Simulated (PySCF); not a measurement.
**input.py for InI**

Input:

```python
from pyscf import gto, dft
from pyscf.geomopt.geometric_solver import optimize

mol = gto.M(
    atom='In 0 0 0; I 0 0 2.43',
    basis='sbkjc',
    ecp={'In': 'sbkjc', 'I': 'sbkjc'},
    charge=0,
    spin=0,
    verbose=4,
)
mf = dft.RKS(mol, xc='hse06')
mf.grids.level = 2
mf.kernel()
g = mf.nuc_grad_method()
g.grid_response = True
mol_eq = optimize(g.as_scanner(), maxsteps=30)
print('optimised geometry (angstrom)')
print(mol_eq.tostring('raw'))
print('orbital energies (hartree):', mf.mo_energy[..., max(0, mol.nelec[1]-3):mol.nelec[0]+3].round(4))
```

```bash
$ OMP_NUM_THREADS=1 python input.py
```

Output (some set-up lines and the per-cycle HOMO/LUMO lines with their warnings removed):

```
PySCF version 2.14.0

[INPUT] verbose = 4
[INPUT] num. atoms = 2
[INPUT] num. electrons = 28
[INPUT] charge = 0
[INPUT] spin (= nelec alpha-beta = 2S) = 0
[INPUT] symmetry False subgroup None
[INPUT] Mole.unit = angstrom
[INPUT] Symbol           X                Y                Z      unit          X                Y                Z       unit  Magmom
[INPUT]  1 In     0.000000000000   0.000000000000   0.000000000000 AA    0.000000000000   0.000000000000   0.000000000000 Bohr   0.0
[INPUT]  2 I      0.000000000000   0.000000000000   2.430000000000 AA    0.000000000000   0.000000000000   4.592034482693 Bohr   0.0

nuclear repulsion = 32.0119547346667
number of shells = 15
number of NR pGTOs = 77
number of NR cGTOs = 39
basis = sbkjc
ecp = {'In': 'sbkjc', 'I': 'sbkjc'}

******** <class 'pyscf.dft.rks.RKS'> ********
method = RKS
initial guess = minao
damping factor = 0
level_shift factor = 0
DIIS = <class 'pyscf.scf.diis.CDIIS'>
diis_start_cycle = 1
diis_space = 8
diis_damp = 0
SCF conv_tol = 1e-09
SCF conv_tol_grad = None
SCF max_cycles = 50
direct_scf = True
direct_scf_tol = 1e-13
XC library pyscf.dft.libxc version 7.0.0
    S. Lehtola, C. Steigemann, M. J.T. Oliveira, and M. A.L. Marques.,  SoftwareX 7, 1–5 (2018)
XC functionals = hse06
    J. Heyd, G. E. Scuseria, and M. Ernzerhof.,  J. Chem. Phys. 118, 8207 (2003)
    J. Heyd, G. E. Scuseria, and M. Ernzerhof.,  J. Chem. Phys. 124, 219906 (2006)
    A. V. Krukau, O. A. Vydrov, A. F. Izmaylov, and G. E. Scuseria.,  J. Chem. Phys. 125, 224106 (2006)
radial grids:
    Treutler-Ahlrichs [JCP 102, 346 (1995); DOI:10.1063/1.469408] (M4) radial grids

becke partition: Becke, JCP 88, 2547 (1988); DOI:10.1063/1.454033
pruning grids: <function nwchem_prune>
grids dens level: 2
symmetrized grids: False
atomic radii adjust function: <function treutler_atomic_radii_adjust>
small_rho_cutoff = 0
Set gradient conv threshold to 3.16228e-05
Initial guess from minao.
tot grids = 28088
init E= -169.727341127497
cycle= 1 E= -179.16560491603  delta_E= -9.44  |g|= 10.4  |ddm|= 16.5
cycle= 2 E= -176.272409229171  delta_E= 2.89  |g|=   11  |ddm|= 19.6
cycle= 3 E= -199.496447007784  delta_E= -23.2  |g|= 2.11  |ddm|= 15.4
cycle= 4 E= -196.045607762304  delta_E= 3.45  |g|= 2.52  |ddm|= 6.33
cycle= 5 E= -200.590632392857  delta_E= -4.55  |g|= 0.426  |ddm|= 4.24
cycle= 6 E= -200.641437925043  delta_E= -0.0508  |g|= 0.0579  |ddm|= 1.13
cycle= 7 E= -200.643111840562  delta_E= -0.00167  |g|= 0.0103  |ddm|= 0.133
cycle= 8 E= -200.643157049843  delta_E= -4.52e-05  |g|= 0.00192  |ddm|= 0.0267
cycle= 9 E= -200.643158466676  delta_E= -1.42e-06  |g|= 9.14e-05  |ddm|= 0.00405
cycle= 10 E= -200.643158470353  delta_E= -3.68e-09  |g|= 2.25e-05  |ddm|= 0.0003
cycle= 11 E= -200.643158470509  delta_E= -1.55e-10  |g|= 2e-06  |ddm|= 4.97e-05
Extra cycle  E= -200.64315847051  delta_E= -9.38e-13  |g|= 1.54e-06  |ddm|= 1.46e-05
converged SCF energy = -200.64315847051
Create scanner for <class 'pyscf.grad.rks.Gradients'>
Create scanner for <class 'pyscf.dft.rks.RKS'>
input.py

Current date and time:

#|     Arguments passed to driver run_optimizer():      |#
customengine              <pyscf.geomopt.geometric_solver.PySCFEngine object>
logIni                    <dir>
maxiter                   30
----------------------------------------------------------
Custom engine selected.
Bonds will be generated from interatomic distances less than 1.20 times sum of covalent radii
6 internal coordinates being used (instead of 6 Cartesians)
Internal coordinate system (atoms numbered from 1):
Distance 1-2
Translation-X 1-2
Translation-Y 1-2
Translation-Z 1-2
Rotation-A 1-2
Rotation-B 1-2
Rotation-C 1-2
<class 'geometric.internal.Distance'> : 1
<class 'geometric.internal.TranslationX'> : 1
<class 'geometric.internal.TranslationY'> : 1
<class 'geometric.internal.TranslationZ'> : 1
<class 'geometric.internal.RotationA'> : 1
<class 'geometric.internal.RotationB'> : 1
<class 'geometric.internal.RotationC'> : 1
> ===== Optimization Info: ====
> Job type: Energy minimization
> Maximum number of optimization cycles: 30
> Initial / maximum trust radius (Angstrom): 0.100 / 0.300
> Convergence Criteria:
> Will converge when all 5 criteria are reached:
>  |Delta-E| < 1.00e-06
>  RMS-Grad  < 3.00e-04
>  Max-Grad  < 4.50e-04
>  RMS-Disp  < 1.20e-03
>  Max-Disp  < 1.80e-03
> === End Optimization Info ===

Geometry optimization cycle 1
Cartesian coordinates (Angstrom)
 Atom        New coordinates             dX        dY        dZ
  In   0.000000   0.000000   0.000000    0.000000  0.000000  0.000000
   I   0.000000   0.000000   2.430000    0.000000  0.000000  0.000000

WARN: Mole.unit (angstrom) is changed to Bohr

New geometry
   1 In     0.000000000000   0.000000000000   0.000000000000 AA    0.000000000000   0.000000000000   0.000000000000 Bohr
   2 I      0.000000000000   0.000000000000   2.430000000000 AA    0.000000000000   0.000000000000   4.592034482693 Bohr

******** <class 'pyscf.scf.hf.RKS_Scanner'> ********
method = RKS_Scanner
initial guess = minao
damping factor = 0
level_shift factor = 0
DIIS = <class 'pyscf.scf.diis.CDIIS'>
diis_start_cycle = 1
diis_space = 8
diis_damp = 0
SCF conv_tol = 1e-09
SCF conv_tol_grad = None
SCF max_cycles = 50
direct_scf = True
direct_scf_tol = 1e-13
XC library pyscf.dft.libxc version 7.0.0
    S. Lehtola, C. Steigemann, M. J.T. Oliveira, and M. A.L. Marques.,  SoftwareX 7, 1–5 (2018)
XC functionals = hse06
    J. Heyd, G. E. Scuseria, and M. Ernzerhof.,  J. Chem. Phys. 118, 8207 (2003)
    J. Heyd, G. E. Scuseria, and M. Ernzerhof.,  J. Chem. Phys. 124, 219906 (2006)
    A. V. Krukau, O. A. Vydrov, A. F. Izmaylov, and G. E. Scuseria.,  J. Chem. Phys. 125, 224106 (2006)
radial grids:
    Treutler-Ahlrichs [JCP 102, 346 (1995); DOI:10.1063/1.469408] (M4) radial grids

becke partition: Becke, JCP 88, 2547 (1988); DOI:10.1063/1.454033
pruning grids: <function nwchem_prune>
grids dens level: 2
symmetrized grids: False
atomic radii adjust function: <function treutler_atomic_radii_adjust>
small_rho_cutoff = 0
Set gradient conv threshold to 3.16228e-05
tot grids = 28088
init E= -200.64315847051
cycle= 1 E= -200.643158470509  delta_E= 7.67e-13  |g|= 2.06e-06  |ddm|= 1.15e-05
Extra cycle  E= -200.643158470507  delta_E= 1.48e-12  |g|= 2.83e-06  |ddm|= 1.29e-05
converged SCF energy = -200.643158470507

******** <class 'pyscf.grad.rhf.Gradients_Scanner'> for <class 'pyscf.scf.hf.RKS_Scanner'> ********
unit = Eh/Bohr
grid_response = True
--------------- RKS_Scanner gradients ---------------
         x                y                z
0 In    -0.0000000000    -0.0000000000     0.1006788139
1 I     0.0000000000     0.0000000000    -0.1006788139
----------------------------------------------
cycle 1: E = -200.643158471  dE = -200.643  norm(grad) = 0.142381
Step    0 : Gradient = 1.007e-01/1.007e-01 (rms/max) Energy = -200.6431584705
Hessian Eigenvalues: 5.00000e-02 5.00000e-02 5.00000e-02 ... 5.00000e-02 5.00000e-02 1.07836e-01

Geometry optimization cycle 2
Cartesian coordinates (Angstrom)
 Atom        New coordinates             dX        dY        dZ
  In   0.000000   0.000000  -0.100000    0.000000  0.000000 -0.100000
   I  -0.000000  -0.000000   2.530000   -0.000000 -0.000000  0.100000
New geometry
   1 In     0.000000000000   0.000000000000  -0.100000000003 AA    0.000000000000   0.000000000000  -0.188972612463 Bohr
   2 I     -0.000000000000  -0.000000000000   2.530000000003 AA   -0.000000000000  -0.000000000000   4.781007095156 Bohr

******** <class 'pyscf.scf.hf.RKS_Scanner'> ********
method = RKS_Scanner
initial guess = minao
damping factor = 0
level_shift factor = 0
DIIS = <class 'pyscf.scf.diis.CDIIS'>
diis_start_cycle = 1
diis_space = 8
diis_damp = 0
SCF conv_tol = 1e-09
SCF conv_tol_grad = None
SCF max_cycles = 50
direct_scf = True
direct_scf_tol = 1e-13
XC library pyscf.dft.libxc version 7.0.0
    S. Lehtola, C. Steigemann, M. J.T. Oliveira, and M. A.L. Marques.,  SoftwareX 7, 1–5 (2018)
XC functionals = hse06
    J. Heyd, G. E. Scuseria, and M. Ernzerhof.,  J. Chem. Phys. 118, 8207 (2003)
    J. Heyd, G. E. Scuseria, and M. Ernzerhof.,  J. Chem. Phys. 124, 219906 (2006)
    A. V. Krukau, O. A. Vydrov, A. F. Izmaylov, and G. E. Scuseria.,  J. Chem. Phys. 125, 224106 (2006)
radial grids:
    Treutler-Ahlrichs [JCP 102, 346 (1995); DOI:10.1063/1.469408] (M4) radial grids

becke partition: Becke, JCP 88, 2547 (1988); DOI:10.1063/1.454033
pruning grids: <function nwchem_prune>
grids dens level: 2
symmetrized grids: False
atomic radii adjust function: <function treutler_atomic_radii_adjust>
small_rho_cutoff = 0
Set gradient conv threshold to 3.16228e-05
tot grids = 28088
init E= -200.646462443803
cycle= 1 E= -200.664116806341  delta_E= -0.0177  |g|= 0.0716  |ddm|= 0.276
cycle= 2 E= -200.661539090417  delta_E= 0.00258  |g|= 0.102  |ddm|= 0.437
cycle= 3 E= -200.667043614579  delta_E= -0.0055  |g|= 0.007  |ddm|= 0.229
cycle= 4 E= -200.667061770906  delta_E= -1.82e-05  |g|= 0.00153  |ddm|= 0.0128
[part of the log left out]
   2 I      0.000000000000  -0.000000000000   2.625823146232 AA    0.000000000000  -0.000000000000   4.962086597922 Bohr

******** <class 'pyscf.scf.hf.RKS_Scanner'> ********
method = RKS_Scanner
initial guess = minao
damping factor = 0
level_shift factor = 0
DIIS = <class 'pyscf.scf.diis.CDIIS'>
diis_start_cycle = 1
diis_space = 8
diis_damp = 0
SCF conv_tol = 1e-09
SCF conv_tol_grad = None
SCF max_cycles = 50
direct_scf = True
direct_scf_tol = 1e-13
XC library pyscf.dft.libxc version 7.0.0
    S. Lehtola, C. Steigemann, M. J.T. Oliveira, and M. A.L. Marques.,  SoftwareX 7, 1–5 (2018)
XC functionals = hse06
    J. Heyd, G. E. Scuseria, and M. Ernzerhof.,  J. Chem. Phys. 118, 8207 (2003)
    J. Heyd, G. E. Scuseria, and M. Ernzerhof.,  J. Chem. Phys. 124, 219906 (2006)
    A. V. Krukau, O. A. Vydrov, A. F. Izmaylov, and G. E. Scuseria.,  J. Chem. Phys. 125, 224106 (2006)
radial grids:
    Treutler-Ahlrichs [JCP 102, 346 (1995); DOI:10.1063/1.469408] (M4) radial grids

becke partition: Becke, JCP 88, 2547 (1988); DOI:10.1063/1.454033
pruning grids: <function nwchem_prune>
grids dens level: 2
symmetrized grids: False
atomic radii adjust function: <function treutler_atomic_radii_adjust>
small_rho_cutoff = 0
Set gradient conv threshold to 3.16228e-05
tot grids = 28088
init E= -200.671955798181
cycle= 1 E= -200.672420865992  delta_E= -0.000465  |g|= 0.00111  |ddm|= 0.0041
cycle= 2 E= -200.672420532084  delta_E= 3.34e-07  |g|= 0.00152  |ddm|= 0.00624
cycle= 3 E= -200.672421869357  delta_E= -1.34e-06  |g|= 0.000144  |ddm|= 0.00357
cycle= 4 E= -200.672421875728  delta_E= -6.37e-09  |g|= 2.59e-05  |ddm|= 0.000211
cycle= 5 E= -200.672421875856  delta_E= -1.28e-10  |g|= 4.09e-06  |ddm|= 3.47e-05
Extra cycle  E= -200.672421875848  delta_E= 8.07e-12  |g|= 5.36e-06  |ddm|= 2.01e-05
converged SCF energy = -200.672421875848

******** <class 'pyscf.grad.rhf.Gradients_Scanner'> for <class 'pyscf.scf.hf.RKS_Scanner'> ********
unit = Eh/Bohr
grid_response = True
--------------- RKS_Scanner gradients ---------------
         x                y                z
0 In    -0.0000000000     0.0000000000     0.0000229561
1 I     0.0000000000    -0.0000000000    -0.0000229561
----------------------------------------------
cycle 6: E = -200.672421876  dE = -2.08003e-06  norm(grad) = 3.24648e-05
Step    5 : Displace = 1.935e-03/1.935e-03 (rms/max) Trust = 3.000e-01 (+) Grad = 2.296e-05/2.296e-05 (rms/max) E (change) = -200.6724218758 (-2.080e-06) Quality = 1.146
Hessian Eigenvalues: 5.00000e-02 5.00000e-02 5.00000e-02 ... 5.00000e-02 5.00000e-02 6.47719e-02

Geometry optimization cycle 7
Cartesian coordinates (Angstrom)
 Atom        New coordinates             dX        dY        dZ
  In  -0.000000   0.000000  -0.195917    0.000000 -0.000000 -0.000094
   I   0.000000  -0.000000   2.625917   -0.000000  0.000000  0.000094
New geometry
   1 In    -0.000000000000   0.000000000000  -0.195916920250 AA   -0.000000000000   0.000000000000  -0.370229322441 Bohr
   2 I      0.000000000000  -0.000000000000   2.625916920250 AA    0.000000000000  -0.000000000000   4.962263805134 Bohr

******** <class 'pyscf.scf.hf.RKS_Scanner'> ********
method = RKS_Scanner
initial guess = minao
damping factor = 0
level_shift factor = 0
DIIS = <class 'pyscf.scf.diis.CDIIS'>
diis_start_cycle = 1
diis_space = 8
diis_damp = 0
SCF conv_tol = 1e-09
SCF conv_tol_grad = None
SCF max_cycles = 50
direct_scf = True
direct_scf_tol = 1e-13
XC library pyscf.dft.libxc version 7.0.0
    S. Lehtola, C. Steigemann, M. J.T. Oliveira, and M. A.L. Marques.,  SoftwareX 7, 1–5 (2018)
XC functionals = hse06
    J. Heyd, G. E. Scuseria, and M. Ernzerhof.,  J. Chem. Phys. 118, 8207 (2003)
    J. Heyd, G. E. Scuseria, and M. Ernzerhof.,  J. Chem. Phys. 124, 219906 (2006)
    A. V. Krukau, O. A. Vydrov, A. F. Izmaylov, and G. E. Scuseria.,  J. Chem. Phys. 125, 224106 (2006)
radial grids:
    Treutler-Ahlrichs [JCP 102, 346 (1995); DOI:10.1063/1.469408] (M4) radial grids

becke partition: Becke, JCP 88, 2547 (1988); DOI:10.1063/1.454033
pruning grids: <function nwchem_prune>
grids dens level: 2
symmetrized grids: False
atomic radii adjust function: <function treutler_atomic_radii_adjust>
small_rho_cutoff = 0
Set gradient conv threshold to 3.16228e-05
tot grids = 28088
init E= -200.672399264938
cycle= 1 E= -200.672421877499  delta_E= -2.26e-05  |g|= 4.72e-05  |ddm|= 0.000194
cycle= 2 E= -200.672421876482  delta_E= 1.02e-09  |g|= 6.19e-05  |ddm|= 0.000261
cycle= 3 E= -200.672421878925  delta_E= -2.44e-09  |g|= 7.06e-06  |ddm|= 0.00015
cycle= 4 E= -200.672421878943  delta_E= -1.76e-11  |g|= 1.25e-06  |ddm|= 1.08e-05
Extra cycle  E= -200.672421878943  delta_E= 1.71e-13  |g|= 1.15e-06  |ddm|= 2.59e-06
converged SCF energy = -200.672421878943

******** <class 'pyscf.grad.rhf.Gradients_Scanner'> for <class 'pyscf.scf.hf.RKS_Scanner'> ********
unit = Eh/Bohr
grid_response = True
--------------- RKS_Scanner gradients ---------------
         x                y                z
0 In     0.0000000000     0.0000000000    -0.0000005179
1 I    -0.0000000000    -0.0000000000     0.0000005179
----------------------------------------------
cycle 7: E = -200.672421879  dE = -3.0941e-09  norm(grad) = 7.3249e-07
Step    6 : Displace = 9.377e-05/9.377e-05 (rms/max) Trust = 3.000e-01 (=) Grad = 5.179e-07/5.179e-07 (rms/max) E (change) = -200.6724218789 (-3.094e-09) Quality = 0.761
Hessian Eigenvalues: 5.00000e-02 5.00000e-02 5.00000e-02 ... 5.00000e-02 5.00000e-02 6.47719e-02
Converged! =D

    #| If this code has benefited your research, please support us by citing: |#
    #| Wang, L.-P.; Song, C.C. (2016) "Geometry optimization made simple with |#
    #| translation and rotation coordinates", J. Chem, Phys. 144, 214108.     |#
    #|                                     |#
optimised geometry (angstrom)
In         -0.00000000        0.00000000       -0.19591692
I           0.00000000       -0.00000000        2.62591692
orbital energies (hartree): [-0.2795 -0.2795 -0.221  -0.0676 -0.0676  0.0318]
```

In short: E(SCF) = -200.643158 Eh, 11 cycles, all at the start geometry; optimised bond 2.822 Å with E = -200.672422 Eh after 7 steps.

Run time: 18 s on 1 thread of Intel Xeon Platinum 8488C (shared host).

The last line lists the levels of the start geometry. Stability towards an unrestricted solution was not tested.
